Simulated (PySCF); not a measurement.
Assignment exercise: C$_{7}$H$_{11}$N

Atom-mapped SMILES (the numbers label the heavy atoms): `[N:1]#[C:2][CH:3]1[CH2:4][CH2:5][CH2:6][CH2:7][CH2:8]1`; H(Xn) means a hydrogen on atom n. Ha(C4), Ha(C5), Ha(C6), Ha(C7), Ha(C8) are cis to C2 on the ring; Hb(C4), Hb(C5), Hb(C6), Hb(C7), Hb(C8) are trans to C2 on the ring.

PySCF calculation with GFN2-xTB structure and PBE0/pcSseg-1 with gauge-including orbitals; gas phase, one computed conformer, averaged over atoms made equivalent by symmetry, fast rotation or ring inversion, no relativistic terms.

References, each an isolated molecule treated in the same way: 13C and 1H vs TMS.

(1) Assign these signals to the numbered atoms. 13C{1H} NMR (computed): δ 126.7, 33.2, 30.1, 27.5, 26.2.

(2) Assign these signals to the numbered atoms. 1H NMR (400 MHz, computed): δ 2.75 (m, 1H), 1.96 (m, 2H), 1.92 (m, 2H), 1.85 (m, 1H), 1.66 (m, 2H), 1.42 (m, 2H), 1.12 (m, 1H).

Answers

(1) 
126.7 → C2, nitrile carbon: typical of a nitrile
33.2 → C4/C8, sp3 CH2 in a ring: saturated and bonded to C and H only
30.1 → C6, sp3 CH2 in a ring
27.5 → C3, sp3 CH α to a nitrile: a saturated carbon with 3 carbon neighbours and no heteroatom attached
26.2 → C5/C7, sp3 CH2 in a ring: aliphatic region, no heteroatom directly attached

C3 and C5/C7 lie closer than the usual error of such a calculation, so a measured spectrum could show them in the other order.

(2) 
| δ (ppm) | atoms | environment | reason |
| --- | --- | --- | --- |
| 2.75 | H(C3) | hydrogen on an sp3 CH α to a nitrile | – |
| 1.96 | Ha(C4)/Ha(C8) | hydrogen on an sp3 CH2 in a ring | – |
| 1.92 | Ha(C5)/Ha(C7) | hydrogen on an sp3 CH2 in a ring | far from electronegative atoms and π systems |
| 1.85 | Ha(C6) | hydrogen on an sp3 CH2 in a ring | – |
| 1.66 | Hb(C5)/Hb(C7) | hydrogen on an sp3 CH2 in a ring | – |
| 1.42 | Hb(C4)/Hb(C8) | hydrogen on an sp3 CH2 in a ring | – |
| 1.12 | Hb(C6) | hydrogen on an sp3 CH2 in a ring | far from electronegative atoms and π systems |

Ha(C4)/Ha(C8) and Ha(C5)/Ha(C7); Ha(C5)/Ha(C7) and Ha(C6) lie closer than the usual error of such a calculation, so a measured spectrum could show them in the other order.

Shifts are as computed. Against solution values, carbons near 30 ppm lie about +3 ppm off and those near 130 ppm about +5 ppm. Of 1211 compounds with measured shifts, 218 miss one by over three times the rms of a fit or turn the order of signals round; such compounds aren't used in these exercises. Multiplicities follow the n + 1 count of equivalent neighbours, as no J values were calculated; m marks all less simple cases, F and P coupling included.
